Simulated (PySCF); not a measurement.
# Computed beside measured shifts: 5-Phenylpentanoyl fluoride (2s) (C11H13FO)

System: 5-Phenylpentanoyl fluoride (2s) (C11H13FO), SMILES O=C(F)CCCCc1ccccc1.

Atom-mapped SMILES (hydrogens are numbered by the atom that bears them): [O:1]=[C:2]([F:3])[CH2:4][CH2:5][CH2:6][CH2:7][c:8]1[cH:9][cH:10][cH:11][cH:12][cH:13]1

Level of theory: GIAO PBE0/pcSseg-2, gas phase, PySCF SCF with an in-house response code, fitting set def2-universal-JFIT up to Ne and JKFIT beyond, grid level 2, non-relativistic, on the PBE0-D3(BJ)/def2-SVP geometry.

One optimised conformer. Values are averaged over the atoms that symmetry or fast rotation interchanges, on this one geometry and without vibrational averaging. Shifts are the reference shielding less the shielding here, at the same level (13C, 1H against isolated TMS; 19F against isolated CFCl3; 17O against isolated H2O); nuclei without a reference have shieldings only.

Task: What shifts does this level give for F3, and how do they compare with measurement?

Result: 
```tsv
atom	nucleus	computed / ppm	measured / ppm	computed less measured	measured against	medium of the measurement
F3	19F	36.8	45.5	-8.7	CFCl3	CDCl3
```

Computed 19F and 31P shifts carry an offset from the reference molecule (CFCl3 is hard for DFT, lone H3PO4 or PH3 isn't the 85 % acid), so differences between compounds are more accurate than the values.

Measured values: Marie Gonay, Chloé Batisse, Jean-François Paquin, Synthesis of Acyl Fluorides from Carboxylic Acids Using NaF-Assisted Deoxofluorination with XtalFluor-E, J. Org. Chem. 2020, 85, 10253−10260.
